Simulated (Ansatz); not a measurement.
**Question.** Name a neutral molecule of Br, C and H with size of the dipole moment (ωB97M-V/def2-TZVPP) between 1.90 and 2.20 D and HOMO–LUMO gap (ωB97M-V/def2-TZVPP) between 12.25 and 12.55 eV (Ansatz, PBE0-D4/def2-TZVP geometry).

**Answer.** `CCCCCCCBr` (2.02 D, 12.29 eV). Other molecules can fit too; these were computed, each in one conformer that needn't be the lowest.
